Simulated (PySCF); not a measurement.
These 3 structures share the formula C3H10N2Si. Computed with PySCF, PBE0-D3(BJ)/def2-SVP geometry optimisation, gas phase. Energies are electronic, without zero-point or thermal terms, for one conformer each. No frequencies were run at this level. Point groups hold within 0.08 Å.

Task: Rank from lowest to highest electronic energy at this level (kcal/mol).
A. `[CH2:1]=[N:2][SiH2:3][N:4]([CH3:5])[CH3:6]` with C1–N2–Si3–N4 -130°, N2–Si3–N4–C5 -49°
B. `[CH3:1][C@H:2]1[CH2:3][NH:4][SiH2:5][NH:6]1` with C1–C2–C3–N4 161°, C2–C3–N4–Si5 -31°, C3–N4–Si5–N6 12°, N4–Si5–N6–C2 12°
C. `[NH2:1][SiH2:2][NH:3][CH:4]1[CH2:5][CH2:6]1` with H–N1–Si2–N3 150° and -62°, N1–Si2–N3–C4 150°, Si2–N3–C4–C5 115°

Result: B (0.0), C (15.3), A (29.5).

As drawn, the lowest has an N–H bond, which the highest lacks; the highest has a C=N bond, which the lowest lacks.

| SMILES | E (Eh) | E rel (kcal/mol) | dipole (D) | point group | A, B, C (MHz) |
| --- | --- | --- | --- | --- | --- |
| C[C@H]1CN[SiH2]N1 | -518.72918 | 0.0 | 0.80 | C1 | 5525, 2332, 1766 |
| N[SiH2]NC1CC1 | -518.70481 | 15.3 | 1.27 | C1 | 8916, 1368, 1278 |
| C=N[SiH2]N(C)C | -518.68219 | 29.5 | 0.91 | C1 | 5588, 1646, 1447 |
